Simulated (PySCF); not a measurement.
H₃O₃Sb, SMILES [OH][Sb]([OH])[OH]. Geometry optimised at PBE0-D3(BJ)/def2-SVP. The def2 effective core potentials stand for the cores of Sb; spin–orbit coupling is left out. The values are those of a single conformer.

Question: Give the equilibrium geometry at PBE0-D3(BJ)/def2-SVP (PySCF confirms it by a frequency run) as Cartesian coordinates in Å. (The exact figures need the calculation; the answer reports its results.)

Answer: This is not unique; one that fits is 
```xyz
7

Sb    -0.0002     0.0200     0.3816
O      1.5163    -0.9465    -0.4417
H      1.5620    -0.7928    -1.3954
O     -1.4352    -0.6972    -0.7987
H     -1.6138    -1.6365    -0.6708
O     -0.0020     1.6378    -0.7454
H     -0.5702     1.4556    -1.5090
```
